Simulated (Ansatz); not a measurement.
Ideal-gas functions of `[Cl][Al]1[CH2][O]1` at 800 K and 1 bar, from an Ansatz frequency run at PBE0-D4/def2-TZVP.

Molar mass 92.46 g/mol, point group Cs (symmetry number 1), electronic degeneracy 1, moments of inertia 19.221, 226.874, 242.832 u Å². Harmonic wavenumbers (cm⁻¹, unscaled): 159, 159, 426, 669, 713, 738, 996, 1095, 1119, 1467, 3081, 3150.

Use S(trans) = R[1.5 ln M + 2.5 ln T − 1.1517]; rotational temperatures θ = 24.2544 K / I; S(rot) = R[ln(√π/σ · √(T³/θAθBθC)) + 1.5]; for each mode x = 1.438777 ν̃/T, S = R[x/(eˣ − 1) − ln(1 − e⁻ˣ)] and H = RT x/(eˣ − 1); 1 cm⁻¹ = 0.0119627 kJ/mol; R = 8.31446 J/(mol·K).

Problem. By hand: the entropy, in J/(mol·K).

Solution. Translation 185.8. Rotation: θ = 1.2619, 0.1069, 0.0999 K, giving 118.5. Vibration, mode by mode: 18.75, 18.75, 10.73, 7.26, 6.79, 6.55, 4.50, 3.91, 3.77, 2.31, 0.21, 0.19, in all 83.7. Electronic 0.0. Sum 388.0 J/(mol·K).

Problem. By hand: H − E and G − E in kJ/mol, counted from the electronic energy.

Solution. Zero-point energy ½ × 13772 × 0.0119627 = 82.4; thermal vibration 34.0; translation, rotation and pV give 4 RT = 26.6. H − E = 143.0 kJ/mol, and G − E = 143.0 − 800 × 388.0/1000 = -167.4 kJ/mol.

Vibration gives 22 % of the entropy.
